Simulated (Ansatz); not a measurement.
GeI, multiplicity 2 (lowest of 2S+1 = 2, 4 at CCSD(T)/def2-TZVPP on PBE0 minima; our sources give no spin for the ground state, which may be another), most abundant isotopes (73.9212 and 126.9045 u). Constants from fifth-degree fits in 1/R to seven points on the lowest solution found; no spin–orbit coupling, no relativity up to Kr; ω_e x_e and α_e move by some per cent with the fit.

Correlated levels freeze the inner cores; with def2 sets outer-core shells near the valence are correlated too.

The values were computed with Ansatz (a program for electronic structure).  In def2 rows elements past Kr take small-core potentials, without spin–orbit coupling.

| level | r_e (Å) | ω_e (cm⁻¹) | ω_e x_e (cm⁻¹) | α_e (cm⁻¹) |
|---|---|---|---|---|
| PBE/def2-TZVPP | 2.5459 | 235.3 | 0.538 | 0.000179 |
| CCSD(T)/def2-TZVPP | 2.5239 | 246.1 | 0.546 | 0.000178 |

### Question
Derive the rotational constants, the centrifugal constant, the fundamental, the zero-point energy and the force constant.

### Answer

μ = 46.71180 u.
- PBE/def2-TZVPP: B_e = 16.8576/(μ r_e²) = 0.055679 cm⁻¹; B₀ = B_e − α_e/2 = 0.055590 cm⁻¹; D = 4B_e³/ω_e² = 1.25e-08 cm⁻¹; fundamental ω_e − 2ω_e x_e = 234 cm⁻¹; zero-point energy ω_e/2 − ω_e x_e/4 = 117 cm⁻¹; k = μ(2πcω_e)² = 152 N/m
- CCSD(T)/def2-TZVPP: B_e = 16.8576/(μ r_e²) = 0.056654 cm⁻¹; B₀ = B_e − α_e/2 = 0.056565 cm⁻¹; D = 4B_e³/ω_e² = 1.20e-08 cm⁻¹; fundamental ω_e − 2ω_e x_e = 245 cm⁻¹; zero-point energy ω_e/2 − ω_e x_e/4 = 123 cm⁻¹; k = μ(2πcω_e)² = 167 N/m
